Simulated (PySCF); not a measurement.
C₃H₁₀Si₂, SMILES [SiH3][C@H]1C[C@@H]1[SiH3]. The structure is a stationary point at ωB97X-D3(BJ)/def2-SVP. The structure was generated by enumeration; whether it is a known compound was not checked.

Computed with ωB97X-D3(BJ)/def2-SVP (PySCF).

Harmonic wavenumbers (cm⁻¹): 105, 136, 137, 179, 253, 289, 564, 605, 658, 664, 734, 750, 908, 934, 938, 956, 957, 962, 967, 975, 1000, 1003, 1095, 1114, 1134, 1233, 1252, 1381, 1495, 2243, 2244, 2247, 2248, 2249, 2253, 3146, 3160, 3161, 3239. Rotational constants (GHz): 7.439, 1.398, 1.282; symmetry number 2.

Task: Work out the zero-point energy and the ideal-gas rigid-rotor harmonic-oscillator thermochemistry at 298.15 K and 1 atm.

Result: ZPE = ½ Σ hcν = ½ × 49569 cm⁻¹ = 70.86 kcal/mol. H − E(el) = 76.31 kcal/mol. Entropy in cal/(mol K): translation 39.79, rotation 26.20, vibration 18.16, total 84.15. G − E(el) = 51.22 kcal/mol. Cp = 30.11 cal/(mol K). Modes under 150 cm⁻¹ make the vibrational entropy uncertain.
